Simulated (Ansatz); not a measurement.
Relaxation of the cluster Ti2Te3 with RKS PBE-D4/def2-SVP.

```sh
$ ansatz run in.yaml --threads 4 --pin off --events-out ev --progress --plain --max-ram 4787MiB
```

```yaml
crystal:
  periodic: [false, false, false]
  atoms:
    - {symbol: Ti, position_ang: [-0.042130, 1.907170, 1.221670]}
    - {symbol: Ti, position_ang: [0.229870, 0.249160, -1.015560]}
    - {symbol: Te, position_ang: [2.730570, -0.015230, -0.400830]}
    - {symbol: Te, position_ang: [-2.514930, -0.413020, -0.546240]}
    - {symbol: Te, position_ang: [-0.403370, -1.728080, 0.740960]}
basis:
  gaussian: {orbitals: def2-SVP}
hamiltonian: {xc: pbe, dispersion: d4}
scf: {lower_state_search: "off"}
output: {orbitals: {seedname: orbitals}}
relax: {f_tol: 0.02, max_steps: 100}
```

Hardware: 4 threads of Intel Xeon 6975P-C on a shared host. Wall time 15 s.

Positions (Å) and forces (eV/Å) at steps 1, 2, 3, 4, 5, 6, 7, 8, 9, 10, 11 of 11:

```xyz
5
step=1 energy=-68092.3515 eV
Ti   -0.042    1.907    1.222    0.315   -2.390   -1.927
Ti    0.230    0.249   -1.016    0.036    0.033    1.822
Te    2.731   -0.015   -0.401   -0.883    0.794    0.137
Te   -2.515   -0.413   -0.546    0.553    0.576    0.238
Te   -0.403   -1.728    0.741   -0.020    0.988   -0.271
5
step=2 energy=-68093.2051 eV
Ti   -0.023    1.738    1.127    0.319   -2.550   -1.881
Ti    0.230    0.218   -0.973   -0.261    0.649    0.804
Te    2.680    0.058   -0.375   -0.243    0.779    0.428
Te   -2.484   -0.354   -0.524    0.113    0.730    0.198
Te   -0.403   -1.661    0.745    0.073    0.393    0.451
5
step=3 energy=-68093.9396 eV
Ti   -0.004    1.574    1.019    0.264   -2.286   -1.268
Ti    0.223    0.232   -0.932   -0.370    0.636   -0.525
Te    2.649    0.113   -0.344    0.141    0.815    0.642
Te   -2.470   -0.306   -0.503   -0.097    0.821    0.227
Te   -0.398   -1.614    0.761    0.061    0.014    0.923
5
step=4 energy=-68094.5980 eV
Ti    0.019    1.402    0.939    0.251   -1.716   -0.536
Ti    0.213    0.234   -0.974   -0.267    0.049   -1.224
Te    2.632    0.185   -0.293    0.030    0.821    0.701
Te   -2.469   -0.244   -0.477   -0.007    0.723    0.324
Te   -0.394   -1.578    0.805   -0.006    0.122    0.734
5
step=5 energy=-68095.2620 eV
Ti    0.057    1.219    0.886    0.361   -0.995   -0.476
Ti    0.202    0.194   -1.098   -0.153   -0.215   -0.749
Te    2.600    0.289   -0.212   -0.251    0.708    0.598
Te   -2.464   -0.162   -0.430    0.071    0.566    0.310
Te   -0.394   -1.539    0.853   -0.028   -0.064    0.318
5
step=6 energy=-68095.6341 eV
Ti    0.039    1.121    0.790    0.249   -0.665   -0.373
Ti    0.203    0.063   -1.192   -0.004   -0.079   -0.199
Te    2.545    0.406   -0.100   -0.173    0.456    0.246
Te   -2.463    0.018   -0.344    0.414    0.012    0.375
Te   -0.324   -1.609    0.847   -0.486    0.276   -0.048
5
step=7 energy=-68095.8059 eV
Ti    0.090    1.006    0.747    0.003    0.090    0.006
Ti    0.242   -0.039   -1.222    0.155    0.042   -0.097
Te    2.567    0.599   -0.094   -0.189    0.028   -0.049
Te   -2.425    0.086   -0.282    0.161    0.027    0.056
Te   -0.473   -1.652    0.851   -0.131   -0.188    0.084
5
step=8 energy=-68095.7650 eV rejected
Ti    0.116    0.952    0.772   -0.580    0.142    0.144
Ti    0.295   -0.109   -1.197   -0.541   -0.058   -0.245
Te    2.503    0.744   -0.170    1.031    0.007    0.065
Te   -2.317    0.169   -0.294    0.067   -0.100    0.035
Te   -0.596   -1.757    0.888    0.023    0.009    0.002
5
step=9 energy=-68095.8200 eV
Ti    0.086    0.993    0.750    0.018   -0.007   -0.045
Ti    0.261   -0.061   -1.221    0.027    0.024    0.056
Te    2.559    0.659   -0.123   -0.047   -0.021   -0.001
Te   -2.373    0.118   -0.278    0.043   -0.061    0.041
Te   -0.533   -1.709    0.871   -0.041    0.065   -0.050
5
step=10 energy=-68095.8196 eV rejected
Ti    0.090    1.008    0.742   -0.051   -0.047   -0.006
Ti    0.267   -0.049   -1.225   -0.051   -0.022    0.038
Te    2.560    0.643   -0.115    0.013    0.002   -0.003
Te   -2.377    0.096   -0.265   -0.003    0.084   -0.046
Te   -0.539   -1.698    0.863    0.092   -0.017    0.018
5
step=11 energy=-68095.8211 eV
Ti    0.085    1.000    0.745   -0.001    0.005   -0.006
Ti    0.262   -0.056   -1.221    0.002    0.008    0.001
Te    2.555    0.647   -0.117    0.013   -0.003    0.001
Te   -2.373    0.109   -0.272   -0.013   -0.004    0.001
Te   -0.530   -1.700    0.865   -0.002   -0.006    0.003
```

In the def2 sets Te takes a core potential; there is no spin–orbit coupling. The restricted singlet is unstable towards broken spin symmetry in Hartree–Fock (as tested in another run); at PBE-D4/def2-SVP this wasn't settled. Another isomer (singlet) lies 1.50 eV lower at PBE0-D4/def2-TZVP; other spin states weren't run for this one.
